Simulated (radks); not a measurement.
Values are calculated unless marked as measured or tabulated.
Question: Species: Mn XIX. Configuration: [He] 2s2 2p3. Code: a radial shooting solver on a logarithmic mesh with Libxc functionals. Model: non-relativistic Kohn-Sham, TPSS, spin-polarised, spherical densities, point nucleus; open shells are filled with parallel spins first; meta-GGA in the generalised Kohn-Sham scheme. Some entries of the table are withheld. Estimate them.

| orbital | occ. | eigenvalue (eV) | <r^2> (bohr^2) | r(max) (bohr) |
|---|---|---|---|---|
| 1s up | 1 | -7263.483 | 0.005046 | 0.04050 |
| 1s down | 1 | -7247.377 | 0.005020 | 0.04048 |
| 2s up | 1 | -1466.603 | 0.08211 | 0.2260 |
| 2s down | 1 | -1438.555 | 0.08360 | 0.2277 |
| 2p up | 3 | -1388.153 | 0.06324 | 0.1794 |
| 2p down | 0 | -1353.304 | 0.06488 | 0.1811 |
| 3s up | 0 | (1) | 0.4616 | 0.6062 |
| 3s down | 0 | (2) | 0.4697 | 0.6113 |
| 3p up | 0 | -560.4393 | 0.4320 | 0.5785 |
| 3p down | 0 | -552.5541 | 0.4419 | 0.5851 |

Answer: 
(1) 3s up eigenvalue (eV): -585.6354
(2) 3s down eigenvalue (eV): -578.7446
